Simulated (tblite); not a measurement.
Parent: `[CH3:1][C:2]([CH3:3])([CH:4]=[O:5])[SiH2:6][SiH3:7]` with C1–C2–C4–O5 -56°, C1–C2–Si6–Si7 68°, C4H12OSi2.

The geometries are computed with GFN2-xTB (gas phase). One conformer each, not checked by frequencies here.

```
coordinate of the parent    value
                   C1–C2  1.530 Å
                   C2–C3  1.521 Å
                   C2–C4  1.472 Å
                   C4=O5  1.212 Å
                  C2–Si6  1.951 Å
                 Si6–Si7  2.314 Å
                C1–C2–C3   110.8°
                C1–C2–C4   110.4°
               C1–C2–Si6   107.7°
                C3–C2–C4   112.6°
               C3–C2–Si6   113.0°
               C4–C2–Si6   102.0°
                C2–C4–O5   124.3°
              C2–Si6–Si7   107.4°
```

Problem. How does the shared frame change in `[CH3:1][C:2]([CH3:3])([CH:4]=[O:5])[SiH2:6][SiH2:7][SH:8]` with C1–C2–C4–O5 174°, C1–C2–Si6–Si7 -165°, C2–Si6–Si7–S8 -164°, Si6–Si7–S8–H 61°, C4H12OSSi2? Atoms pair as C1 = C3, C2 = C2, C3 = C1, C4 = C4, O5 = O5, Si6 = Si6, Si7 = Si7 (parent first).

Solution. 
```csv
parent,relative,value in the relative,change
C1–C2,C3–C2,1.532 Å,+0.002
C2–C3,C2–C1,1.520 Å,-0.001
C2–C4,C2–C4,1.471 Å,-0.001
C4=O5,C4=O5,1.215 Å,+0.003
C2–Si6,C2–Si6,1.947 Å,-0.004
Si6–Si7,Si6–Si7,2.322 Å,+0.008
C1–C2–C3,C3–C2–C1,110.6°,-0.2
C1–C2–C4,C3–C2–C4,110.0°,-0.4
C1–C2–Si6,C3–C2–Si6,107.9°,+0.2
C3–C2–C4,C1–C2–C4,112.4°,-0.2
C3–C2–Si6,C1–C2–Si6,112.8°,-0.2
C4–C2–Si6,C4–C2–Si6,102.8°,+0.8
C2–C4–O5,C2–C4–O5,124.1°,-0.2
C2–Si6–Si7,C2–Si6–Si7,103.3°,-4.1
```

Of the parent's bonds, Si6–Si7 changes most (+0.008 Å). Bonds of the relative outside the shared frame: Si7–S8 2.184 Å. Point group C1 → C1.

Problem. How does the shared frame change in `[CH3:1][NH:2][SiH2:3][SiH2:4][C:5]([CH3:6])([CH3:7])[CH:8]=[O:9]` with C1–N2–Si3–Si4 178°, N2–Si3–Si4–C5 -9°, Si3–Si4–C5–C6 -173°, Si4–C5–C8–O9 -84°, C5H15NOSi2? Atoms pair as C1 = C7, C2 = C5, C3 = C6, C4 = C8, O5 = O9, Si6 = Si4, Si7 = Si3 (parent first).

Solution. 
| parent | relative | value in the relative | change |
| --- | --- | --- | --- |
| C1–C2 | C7–C5 | 1.526 Å | -0.004 |
| C2–C3 | C5–C6 | 1.524 Å | +0.003 |
| C2–C4 | C5–C8 | 1.469 Å | -0.003 |
| C4=O5 | C8=O9 | 1.212 Å | 0.000 |
| C2–Si6 | C5–Si4 | 1.957 Å | +0.006 |
| Si6–Si7 | Si4–Si3 | 2.306 Å | -0.008 |
| C1–C2–C3 | C7–C5–C6 | 111.1° | +0.3 |
| C1–C2–C4 | C7–C5–C8 | 112.6° | +2.2 |
| C1–C2–Si6 | C7–C5–Si4 | 108.3° | +0.6 |
| C3–C2–C4 | C6–C5–C8 | 111.8° | -0.8 |
| C3–C2–Si6 | C6–C5–Si4 | 110.3° | -2.7 |
| C4–C2–Si6 | C8–C5–Si4 | 102.2° | +0.2 |
| C2–C4–O5 | C5–C8–O9 | 126.4° | +2.1 |
| C2–Si6–Si7 | C5–Si4–Si3 | 115.6° | +8.2 |

Of the parent's bonds, Si6–Si7 changes most (-0.008 Å). Bonds of the relative outside the shared frame: C1–N2 1.443, N2–Si3 1.711 Å. Point group C1 → C1.
